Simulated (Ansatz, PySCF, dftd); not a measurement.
Species: C3H6O, charge 0, singlet. C3H6O (SMILES OCC=C).
B3LYP-D3(BJ)/def2-TZVP minimum from Ansatz (a first-principles code):
```xyz
10

C      1.6892    -0.3896    -0.5271
C      0.7546     0.1540     0.2425
C     -0.6261     0.4924    -0.2244
O     -1.6295    -0.1713     0.5449
H      1.5002    -0.6114    -1.5719
H      2.6760    -0.6245    -0.1493
H      0.9599     0.3622     1.2888
H     -0.7297     0.2642    -1.2921
H     -0.8254     1.5579    -0.0904
H     -1.4513    -1.1180     0.5094
```
Charge 0, spin multiplicity 1.

Property: enthalpy of formation at 298 K (by atomisation, with ideal-gas terms from PySCF's Hessian at B3LYP-D3(BJ)/def2-TZVP and the atoms' measured values of the G2/97 table; no spin-orbit terms), in kJ/mol. UHF or UKS for unpaired electrons; spin-orbit terms are left out. Cores are frozen in correlated methods. Rows without X2C or -DK are non-relativistic. CBS(X,Y): correlation extrapolated as X^-3, Hartree-Fock from the larger set. A bracket is a step between two methods taken in the basis named. Functionals run without relativity, which enters their misses. 'core' is core correlation in cc-pwCVTZ, 'X2C' scalar relativity in cc-pVTZ-DK, both at CCSD(T). For partners of very few electrons the exact lower level stands in for a higher one.

Measured: -29.8 kcal/mol, -124.5 kJ/mol (CRC Handbook, as tabulated in the package chemicals); atomic spin-orbit terms, which the calculations lack, would raise the computed values.

```
level                                                                            program  enthalpy of formation at 298 K (kJ/mol)  error against that value
------------------------------------------------------------------------  --------------  ---------------------------------------  ------------------------
PBE/def2-TZVPD                                                                    Ansatz                                   -202.5                     -78.0
PBE0-D4/def2-TZVPD                                                        Ansatz + dftd4                                   -135.7                     -11.2
CCSD/cc-pVTZ                                                                      Ansatz                                     36.8                     161.3
CCSD(T)/cc-pVDZ                                                                   Ansatz                                    180.3                     304.8
CCSDT(Q)/cc-pVDZ                                                                  Ansatz                                    177.2                     301.7
CCSD(T)/CBS(cc-pVTZ,cc-pVQZ) + [CCSDT(Q) - CCSD(T)]/cc-pVDZ + core + X2C          Ansatz                                   -132.7                      -8.2
```
